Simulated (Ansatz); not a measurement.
Stepwise reaction of `FB(O[SiH3])O[SiH3]` with methanol, as a gas-phase model of exchange steps in deposition or etching. ΔE in kJ/mol; ΔG adds harmonic PBE0-D4 terms to CCSD(T)/CBS, at 1 bar.

Program: Ansatz. Geometries: PBE0-D4/def2-TZVP. ΔE: electronic, gas phase. CCSD(T)/CBS is the MP2 limit (def2-TZVPP, def2-QZVPP) plus CCSD(T) − MP2 in def2-TZVPP, frozen cores. This one scheme is used for every species. DFT in def2-TZVPP. B3LYP here is the variant with VWN-RPA as its local correlation; programs differ in this. Each species was taken in one conformer, which may not be the lowest.

```csv
step,reaction,PBE-D4,B3LYP-D4,ωB97M-V,CCSD(T)/CBS,ΔG(400 K)
1,`FB(O[SiH3])O[SiH3]` + CH₃OH → `COB(F)O[SiH3]` + `O[SiH3]`,-5.0,-2.6,-3.9,-3.3,-4.3
2,`COB(F)O[SiH3]` + CH₃OH → `COB(F)OC` + `O[SiH3]`,0.4,2.5,1.2,2.3,-0.3
```

Q: By hand: ΔE of the 2 steps together at CCSD(T)/CBS.

A: (-3.3) + (2.3) = -1.0 kJ/mol, or -0.5 kJ/mol a step.

In ΔE each step is higher than the one before. ΔG lies between -4.3 and -0.3 kJ/mol a step. PBE-D4 differs from CCSD(T)/CBS by -1.9 to -1.7 kJ/mol a step. Only this route is followed, and other bonds may react first. Isolated molecules leave out the surface, adducts and barriers. Largest T1 diagnostic: 0.012.
